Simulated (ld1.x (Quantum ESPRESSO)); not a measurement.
# An odd input for ld1.x (Quantum ESPRESSO) 7.5 (Li)

Command:

```bash
ld1.x < Li.in > Li.out
```

Input:

```
&input
   title='Li', zed=3., rel=0, dft='PZ', iswitch=3, tr2=1e-20,
   config='[He] 2s1 2p0',
   nld=2, rlderiv=5.10, eminld=-6.0, emaxld=5.0, deld=0.02
 /
 &inputp
   pseudotype=3, lpaw=.true., tm=.true., lloc=-1, rcloc=3.45,
   nlcc=.false.,
   which_augfun='PSQ', rmatch_augfun_nc=.true.,
   file_pseudopw='Li.UPF', file_wfcaegen='ae.wfc', file_wfcncgen='nc.wfc', file_beta='beta', file_chi='chi', file_wfcusgen='us.wfc'
 /
4
1S  1  0   2.00   0.00  0.90  1.00  0.0
2S  2  0   1.00   0.00  0.90  1.00  0.0
2P  2  1   0.00   0.00  3.75  4.70  0.0
2P  2  1   0.00   0.25  3.75  4.70  0.0
 &test
   configts(1)='1s2 2s1 2p0'
 /
```

This is an input that runs to its end, with one change: threshold tr2=1e-20.

How does the run end?

The program runs through. The occupied levels of the test differ from the all-electron ones by at most 0.00000 Ry (unchanged input: 0.00000 Ry).

```
     atomic number is  3.00   valence charge is  3.00
     dft = SLA  PZ   NOGX NOGC   lsd =0 sic =0 latt =0  beta=0.20 tr2=1.0E-20
     mesh =1017 r(mesh) =  99.62247 xmin = -7.00 dx = 0.01250

     n l     nl             e AE (Ry)        e PS (Ry)    De AE-PS (Ry)
     1 0     1S   1( 2.00)       -3.75556       -3.75556       -0.00000
     2 0     2S   1( 1.00)       -0.21143       -0.21143       -0.00000
     2 1     2P   1( 0.00)       -0.08294       -0.08294       -0.00000

     eps = 2.9E-22  iter =  5

     Etot =     -14.668179 Ry,      -7.334090 Ha,    -199.570747 eV
     Etotps =   -14.668179 Ry,      -7.334090 Ha,    -199.570747 eV

     Ekin =      14.473235 Ry,       7.236618 Ha,     196.918398 eV
     Encl =     -33.820470 Ry,     -16.910235 Ha,    -460.150940 eV
     Ehrt =       7.981468 Ry,       3.990734 Ha,     108.593401 eV
     Ecxc =      -3.302412 Ry,      -1.651206 Ha,     -44.931607 eV

     ---------------------- End of pseudopotential test ----------------------
```
